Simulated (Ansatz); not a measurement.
Ansatz (a first-principles code) input (PBE-QIDH/def2-TZVPD):

Ansatz 0.2 input:
```yaml
crystal:
  periodic: [false, false, false]
  atoms:
    - {symbol: O, position_ang: [0.49659719, 1.51282395, -0.06000283]}
    - {symbol: Si, position_ang: [-0.15996403, 0.05746548, 0.29125159]}
    - {symbol: O, position_ang: [0.93017641, -1.17239754, 0.38478079]}
    - {symbol: O, position_ang: [-1.18599245, -0.37385307, -0.91014877]}
    - {symbol: H, position_ang: [0.81725238, 1.66280328, -0.95372339]}
    - {symbol: H, position_ang: [-0.82914538, 0.25975919, 1.58407134]}
    - {symbol: H, position_ang: [1.58970912, -1.14894373, 1.08230754]}
    - {symbol: H, position_ang: [-1.26456885, -1.31072233, -1.10721138]}
basis:
  gaussian:
    orbitals: def2-TZVPD
hamiltonian:
  xc: {name: PBE-QIDH}
magnetization: {spin_polarized: false}
correlation: {electrons: outside_noble_gas}
```

End of the output:

```
integrals: 0.29 GiB planned
1309 factors; integrals over basis functions are off by at most 1.1e-3 eV
0.32 GiB of the device are held for the grids
1.08 GiB of device memory are held for the factors and their scratch space
mean field: 1.11 GiB planned
mean field evaluation 1: about -14063.0993 eV, gradient 6.5e1 eV
mean field evaluation 2: about -14063.3542 eV, gradient 6.5e1 eV
mean field evaluation 4: about -14069.8776 eV, gradient 2.3e0 eV
mean field evaluation 8: about -14069.9095 eV, gradient 1.7e-1 eV
mean field evaluation 16: about -14069.9095 eV, gradient 3.8e-5 eV
mean field -14069.90952676 eV, -517.0596381814 hartree, gradient 7.9e-6 eV, S^2 0.000000; 0 other end points of the search recorded, 0 dependent functions left out
8 core orbitals not correlated
reference -14069.90954476 eV, -517.0596388427 hartree; 13, 13 occupied and 178, 178 virtual orbitals, 1309 factors
second order -25.40465799 eV of doubles, -0.00000000 eV of singles
Total energy: -14078.37776409 eV, -517.3708401632 hartree
```
